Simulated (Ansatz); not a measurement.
Program: Ansatz. Geometries: PBE0-D4/def2-TZVP. ΔE: electronic, gas phase. CCSD(T)/CBS is the MP2 limit (def2-TZVPP, def2-QZVPP) plus CCSD(T) − MP2 in def2-TZVPP, frozen cores. This one scheme is used for every species. Double bonds are as drawn, so ΔE can hold a change between cis and trans. DFT in def2-TZVPP. One conformer a species, not always the lowest.

`O[SiH](O)F` + `[SiH3]/C=C\CCl` → `O[SiH](O)/C=C/[SiH3]` + `FCCl`  (formal exchange of groups at the Si–F bond)

```tsv
species	PBE0 energy (Eh)
`O[SiH](O)F`	-541.51228
`[SiH3]/C=C\CCl`	-867.83847
`O[SiH](O)/C=C/[SiH3]`	-810.14980
`FCCl`	-599.12339
```

Q: Work out ΔE.

A: ΔE = (-810.14980) + (-599.12339) − (-541.51228) − (-867.83847) = 0.07756 Eh = +203.6 kJ/mol. CCSD(T)/CBS gives +217.1 kJ/mol.

Largest T1 diagnostic among the species: 0.012.

From PBE to PBE0 (25 % exact exchange), in def2-TZVPP and without D4, ΔE moves by +8.1 kJ/mol.
